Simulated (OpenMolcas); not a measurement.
**V3+, Nb3+, Ta3+: d² down the group**

```
Program             : OpenMolcas 26.06
Method              : XMS-CASPT2, IPEA 0.25 Eh, imaginary shift 0.1 Eh
Basis               : ANO-RCC-VTZP
Scalar Hamiltonian  : DKH2, point nucleus
Spin-orbit coupling : state interaction with AMFI integrals over the reference wave functions, term energies averaged over their components
```

Active space for each ion: 2 electrons in 10 orbitals (d d); closed shells correlated by CASPT2: V3+ 3s 3p; Nb3+ 4s 4p; Ta3+ 5s 5p.

Computed levels in cm-1 above ³F₂:

```csv
Level,V3+,Nb3+,Ta3+
³F₃,329,1090,4840
³F₄,753,2350,9040
¹D₂,11460,8430,10920
³P₀,13820,10170,11970
³P₁,13940,10590,14490
³P₂,14180,11530,18650
¹G₄,19050,14360,19500
¹S₀,44310,32640,36860
weight of ³F in the lowest level (%),100,99,89
```

Mixed levels, with the weight of the term that names them: Ta3+ ¹D₂ (68 %).

Measured, with the error of the calculation in %. Measured levels: V3+ from Sugar and Corliss, J. Phys. Chem. Ref. Data 7, 1191 (1978).

```json
{"Level": "³F₃", "V3+": "325 (+1.1)"}
{"Level": "³F₄", "V3+": "735 (+2.5)"}
{"Level": "¹D₂", "V3+": "10959 (+4.6)"}
{"Level": "³P₁", "V3+": "13239 (+5.3)"}
{"Level": "³P₂", "V3+": "13458 (+5.4)"}
{"Level": "¹G₄", "V3+": "18391 (+3.6)"}
{"Level": "¹S₀", "V3+": "42462 (+4.3)"}
```

The fine-structure level ³F₄ changes by a factor of 12 from V3+ to Ta3+.

Without spin-orbit coupling ¹D lies 11050, 7200, 5470 cm-1 above ³F in that order; the difference to the level ¹D₂, of either sign, comes from spin-orbit coupling, which also lowers the zero.

Term energies are means over components that CASPT2 splits; among the terms shown or strongly mixed into the levels shown the widest spread is 1200 cm-1 (4d² ³F, Nb3+). Active for correlation alone: 4d; no level in the range computed is led by a configuration that fills it, so any true level of that kind is missing (holds for V3+). Active for correlation alone: 5d; no level in the range computed is led by a configuration that fills it, so any true level of that kind is missing (holds for Nb3+). Active for correlation alone: 6d; no level in the range computed is led by a configuration that fills it, so any true level of that kind is missing (holds for Ta3+). Computed and measured levels are paired by configuration, term and J; levels that our copy of the source lacks, or whose pairing is in doubt (as where it misses far off the trend of its configuration), stay unpaired and out of the deviations. Only configurations of the active space appear.
